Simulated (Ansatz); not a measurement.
CH5BOSi can be A, `[SiH3]C1BO1`, or B, `CB1O[SiH2]1`.

Gas-phase electronic energies from Ansatz, PBE0-D4/def2-TZVP geometries. CCSD(T)/CBS adds triple-zeta CCSD(T) − MP2 to the extrapolated MP2 energy (def2 sets, frozen cores). Functionals use def2-TZVPP. B3LYP here is the variant with VWN-RPA as its local correlation; programs differ in this.

A:

```xyz
9

Si   -0.7458    0.7833    0.7252
C    -0.0686   -0.2807   -0.6515
B     1.1601   -1.1597   -0.5267
O     1.3673    0.0336   -1.0641
H    -2.0489    0.2061    1.1502
H     0.2025    0.7732    1.8690
H    -0.9599    2.1862    0.2823
H    -0.7023   -0.4213   -1.5273
H     1.7956   -2.1206   -0.2571
```

B:

Z-matrix (Å, degrees):
```
C
B 1 1.546
H 1 1.093 2 112.2
H 1 1.094 2 110.2 3 -121.6
H 1 1.094 2 110.2 3 121.6
O 2 1.346 1 133.7 3 -0.1
Si 2 1.908 1 164.1 3 -179.9
H 7 1.484 2 124.7 1 95.6
H 7 1.484 2 124.7 1 -95.8
```

**Question.** Which isomer does CCSD(T)/CBS put lower? Give the gap. (Estimate.)

**Answer.** The calculation gave: B, by 151.8 kJ/mol.

**Question.** Give E(B) − E(A) in kJ/mol with ωB97M-V, MP2/def2-TZVPP, CCSD(T)/def2-SVP, CCSD(T)/def2-TZVPP, HF/def2-TZVPP, B3LYP-D4, LDA (SPW92). (Estimate.)

**Answer.** Ansatz gave: ωB97M-V -150.0, MP2/def2-TZVPP -153.5, CCSD(T)/def2-SVP -142.5, CCSD(T)/def2-TZVPP -151.2, HF/def2-TZVPP -141.8, B3LYP-D4 -148.5, LDA (SPW92) -161.8. None reverses the order clearly.

**Question.** Does the order hold for the free energy at 298.15 K (harmonic terms from PBE0-D4)? (Estimate.)

**Answer.** Ansatz gave: Yes: G(B) − G(A) = -142.4 kJ/mol.

Largest T1 diagnostic: 0.016.

From BLYP to BHLYP (50 % exact exchange), in def2-TZVPP and without D4, E(B) − E(A) moves by −4.0 kJ/mol. At CCSD(T), def2-SVP lies +9.3 kJ/mol from the extrapolated value and def2-TZVPP +0.6 kJ/mol.
